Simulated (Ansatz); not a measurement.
Relaxation of C2H10AlNOSi (16 atoms, charge 0, multiplicity 1), to a largest force component of 0.015 eV/Å in at most 40 steps.

Method: RKS LDA/def2-SVP (Ansatz).

```xyz
16
Properties=species:S:1:pos:R:3:forces:R:3
C -0.469 -1.920 -1.375 -2.40 2.88 0.21
Al -0.945 -1.158 0.420 0.56 0.66 -0.04
N 0.061 0.301 1.131 0.83 -0.23 -1.20
C 1.580 -0.066 1.226 -3.85 -0.71 0.54
Si -0.087 1.699 0.019 -1.56 -0.47 2.02
O -1.722 2.252 0.034 1.25 -0.62 0.40
H -1.181 -2.708 -1.619 -0.19 -0.60 -0.24
H -0.597 -1.054 -2.148 0.27 -1.16 0.92
H 0.533 -2.227 -1.357 2.24 -0.86 -0.24
H -2.126 -1.791 1.299 0.02 0.08 0.02
H 2.088 0.761 1.681 0.93 1.04 0.30
H 1.646 -0.936 1.931 0.31 0.17 -0.37
H 1.875 -0.316 0.216 1.15 -0.30 -0.75
H 0.746 2.817 0.517 0.50 0.31 0.15
H 0.312 1.316 -1.324 0.06 -0.06 -1.13
H -1.886 2.524 0.973 -0.10 -0.13 -0.60
```

Question: Where does it end, and by what steps?

Answer: The forces met the threshold. The force dipped under the threshold on the way, but the program's further checks kept it going. After 34 steps the energy has fallen by 1.736 eV; H16 moved furthest, 1.51 Å. Joined: Al2–O6 (3.52 → 1.99 Å).

```csv
step,energy less start (eV),largest force component (eV/Å),accepted
0,0.0000,3.851,yes
2,-0.8209,0.976,yes
4,-1.0812,0.374,yes
6,-1.4496,0.554,yes
8,-1.5919,0.325,yes
10,-1.6471,0.223,yes
12,-1.6733,0.183,yes
14,-1.6869,0.169,yes
16,-1.6910,0.074,yes
18,-1.6935,0.056,yes
20,-1.6968,0.062,yes
22,-1.6929,0.687,no
24,-1.7156,0.154,yes
26,-1.7238,0.134,yes
28,-1.7333,0.037,yes
30,-1.7353,0.068,yes
32,-1.7358,0.013,yes
34,-1.7359,0.009,yes
```

```xyz
16
Properties=species:S:1:pos:R:3
C -0.797 -2.001 -0.990
Al -1.012 -0.581 0.323
N 0.565 0.360 0.722
C 1.900 -0.123 0.918
Si 0.041 1.892 0.249
O -1.436 1.217 -0.416
H -1.771 -2.317 -1.423
H -0.129 -1.700 -1.827
H -0.352 -2.909 -0.525
H -2.172 -0.672 1.443
H 2.207 -0.149 1.992
H 2.009 -1.166 0.536
H 2.668 0.487 0.384
H -0.485 2.925 1.220
H 0.882 2.592 -0.791
H -2.290 1.639 -0.187
```

Time of the run: 50 s on 2 threads of Intel(R) Xeon(R) Platinum 8559C (Emerald Rapids), on a shared host, peak memory 0.22 GiB.
